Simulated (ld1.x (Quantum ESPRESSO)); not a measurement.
## What one change does to a pseudopotential (Ga, PAW)

Ga, PAW, made with ld1.x (Quantum ESPRESSO) 7.5 (PBE, scalar-relativistic). Core [Ar], reference 3d10 4s2 4p1. Waves: 4s (bound): rcut 1.75, rcutus 2.20 bohr; 4s channel at -0.05 Ry: rcut 1.75, rcutus 2.20 bohr; 4p (bound): rcut 1.95, rcutus 2.50 bohr; 4p channel at 1.7 Ry: rcut 1.95, rcutus 2.50 bohr; 3d (bound): rcut 0.75, rcutus 1.00 bohr; 3d channel at -0.55 Ry: rcut 0.75, rcutus 1.00 bohr. Local part: all-electron potential smoothed inside 2.15 bohr (lloc = -2). Core correction: Bessel-smoothed model core inside 0.75 bohr. Augmentation charge: BESSEL, radius 0.85 bohr.

Change: waves 3d (bound): rcut 0.74, rcutus 0.78 bohr; 3d channel at -0.55 Ry: rcut 0.74, rcutus 0.78 bohr.

Cutoffs: the cutoffs (Ry, on a coarse ladder) from which the occupation-weighted sum of valence levels, in a spherical-Bessel basis at the reference potential, stays within 10 and 1 mRy of its value at 400 Ry; they do not see the model core or the augmentation charge, which bear on the density cutoff. Errors are all-electron minus pseudo energies relative to the spin-unpolarised reference configuration.

**Question.** How do hardness, ghosts and transferability respond?

**Answer.** Of the 7 tests that both files solve, the error grows in 3 and shrinks in 0 by more than 15 % and 0.3 meV (median size 0.7 → 0.8 meV); neither file shows a bound ghost. That the errors move this way runs against the usual rule that smaller radii transfer better.

```csv
quantity,base,changed
"cutoff, loose",160 Ry,260 Ry
"cutoff, tight",260 Ry,over 300 Ry
loose cutoff by channel (10 mRy a level),"s 6 Ry, p 6 Ry, d 100 Ry","s 6 Ry, p 6 Ry, d 160 Ry"
bound ghosts,none,none
"error for 3d10 4s2 4p0, meV [ΔE 5.69 eV]",-0.7,-0.7
"error for 3d10 4s1 4p0, meV [ΔE 26.82 eV]",-1.5,-2.5
"error for 3d10 4s0 4p0, meV [ΔE 58.09 eV]",-12,-17
"error for 3d10 4s2 4p1.3, meV [ΔE -0.53 eV]",+0.1,+0.1
"error for 3d10 4s1 4p2, meV [ΔE 6.54 eV]",+0.1,-0.3
"error for 3d10 4s1 4p1, meV [ΔE 13.06 eV]",-0.2,-0.8
"error for 3d9 4s2 4p1, meV [ΔE 27.70 eV]",-167,-174
s: phases at 2.71 bohr within 0.05 rad from the reference energy up to (Ry; the scan ends near 5),2.9,2.9
p: phases at 2.71 bohr within 0.05 rad from the reference energy up to (Ry; the scan ends near 5),3.9,3.9
d: phases at 2.71 bohr within 0.05 rad from the reference energy up to (Ry; the scan ends near 5),to the end of the scan,to the end of the scan
lowest overlap eigenvalue by channel,"s 0.42, p 0.69, d 1.00","s 0.42, p 0.69, d 1.00"
```
